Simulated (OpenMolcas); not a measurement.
C2H3In (SMILES C#[C][InH2]): the electronic atomisation energy, rung by rung

C2H3In has 6 atoms, charge 0, and is taken as a singlet. As SMILES, `C#[C][InH2]`. The shape is that of a PBE0-D4/def2-TZVP optimisation.

```xyz
6

C    -0.1866   -1.9280    0.0151
C    -0.0704   -0.7234    0.0059
In    0.1319    1.3639   -0.0106
H    -0.2890   -2.9896    0.0233
H     0.6735    2.0815   -1.4688
H    -0.2594    2.1955    1.4350
```

Quantity: the electronic atomisation energy, in eV. The values are calculated. Electronic energies at fixed atoms, without zero-point motion or spin-orbit coupling.

```csv
level,kind,program,value (eV),CPU time (all runs)
HF/def2-SVPD (core potential),Hartree–Fock,OpenMolcas,14.73,17 s
SVWN5/def2-SVPD (core potential),LDA,OpenMolcas,23.52,36 s
M06-L/def2-SVPD (core potential),meta-GGA,OpenMolcas,20.62,61 s
TPSS/def2-SVPD (core potential),meta-GGA,OpenMolcas,20.63,63 s
r2SCAN/def2-SVPD (core potential),meta-GGA,OpenMolcas,20.43,78 s
B3LYP/def2-SVPD (core potential),global hybrid,OpenMolcas,20.19,44 s
BHLYP/def2-SVPD (core potential),global hybrid,OpenMolcas,19.63,44 s
PBE0/def2-SVPD (core potential),global hybrid,OpenMolcas,20.42,43 s
```

The values span 14.73 to 23.52 eV. Times are those of the runs behind each value, whatever else they computed, on shared processors of several kinds: orders of magnitude only.
